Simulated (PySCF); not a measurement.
# Polarisability and C₆ of Sr⁺ (strontium, charge +1)

[Kr] 5s1, 2S determinant. Calculation: PySCF 2.14, in def2-TZVPPD with the def2 core potential (28 electrons); a scalar-relativistic core potential. Coupled (time-dependent) response in atomic units; α is the mean over directions.

```
method  mean α (bohr³)  C₆ (like pair)  S(−4)
   UHF           119.8            1140  12340
   PBE           96.37           846.9   7822
  PBE0           103.2           930.0   9033
 M06-L           83.55           705.1   5665
  PW91           96.14           845.0   7764
```

S(−4) is the Cauchy moment in α(ω) = α(0) + S(−4) ω² + …

α(iu) at PW91:

| u (hartree) | α(iu) (bohr³) |
| --- | --- |
| 0 | 96.14 |
| 0.0500 | 80.16 |
| 0.100 | 54.39 |
| 0.200 | 26.09 |
| 0.300 | 15.86 |
| 0.500 | 8.906 |
| 0.750 | 5.835 |
| 1.00 | 4.255 |
| 1.50 | 2.550 |
| 2.00 | 1.672 |
| 3.00 | 0.8549 |
| 5.00 | 0.3359 |

For an ion, C₆ is the dispersion term alone; charge-induced terms of lower order in 1/R come first.

Energies and moments cover only the electrons outside the core potential.
